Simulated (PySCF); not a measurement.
Compound: C6H9FO.
Structure used (GFN2-xTB), in Å, numbered top down from 1:
```
atom  x, y, z in Å
O1     2.2610    0.0731    0.7493
C2     1.3069    0.6667   -0.0629
C3     0.0788    1.3600    0.5778
C4    -0.8417    0.6535   -0.4320
C5    -1.5234   -0.6057    0.1193
C6    -0.2927   -1.4319   -0.2802
F7     0.3799   -1.9735    0.7938
C8     0.3533   -0.1929   -0.9292
H9     1.8445   -0.6152    1.2830
H10    1.8627    1.3584   -0.7020
H11   -0.0924    1.0569    1.6095
H12    0.0893    2.4455    0.5260
H13   -1.4222    1.2904   -1.0918
H14   -1.7295   -0.5967    1.1880
H15   -2.4234   -0.8982   -0.4165
H16   -0.4767   -2.2634   -0.9660
H17    0.6187   -0.3151   -1.9761
```

Computed with PySCF 2.14.0, density-fitted response routines, TDDFT B3LYP/def2-SVPD, vertical, gas phase, core orbitals frozen in the response.

Ground-to-excited transition dipoles (e·a0, same axes as the geometry; the sign carries no meaning), for the states with f of 0.002 or more among the lowest 8:

```json
{"state": "S1", "E (eV)": "6.601", "μx": "0.090", "μy": "-0.068", "μz": "-0.196"}
{"state": "S2", "E (eV)": "7.056", "μx": "-0.118", "μy": "0.098", "μz": "0.046"}
{"state": "S3", "E (eV)": "7.079", "μx": "-0.005", "μy": "-0.124", "μz": "-0.087"}
{"state": "S4", "E (eV)": "7.428", "μx": "0.009", "μy": "-0.185", "μz": "-0.089"}
{"state": "S5", "E (eV)": "7.473", "μx": "-0.079", "μy": "0.050", "μz": "0.122"}
{"state": "S7", "E (eV)": "7.579", "μx": "-0.046", "μy": "0.257", "μz": "0.115"}
{"state": "S8", "E (eV)": "7.905", "μx": "-0.091", "μy": "0.088", "μz": "-0.067"}
```

(1) Work out the oscillator strengths.

(2) What peak molar absorption coefficient would the strongest computed level give as a lone Gaussian band 0.4 eV wide at half height?

Results:

(1) f = (2/3) ΔE |μ|² with ΔE in hartree (27.2114 eV).

```
state  |μ|² (au)  |μ| (D)      f
   S1      0.051     0.58  0.008
   S2      0.026     0.41  0.004
   S3      0.023     0.39  0.004
   S4      0.042     0.52  0.008
   S5      0.024     0.39  0.004
   S7      0.081     0.73  0.015
   S8      0.021     0.36  0.004
```

(2) ε(max) = 2.175×10⁸ f / FWHM, with the width in cm⁻¹. S7: 2.175×10⁸ × 0.0151 / 3226 ≈ 1000 L mol⁻¹ cm⁻¹.

One conformer stands for the species.

Without π bonds the low states may be Rydberg-like; a valence basis with one diffuse set may place them up to an eV too high.
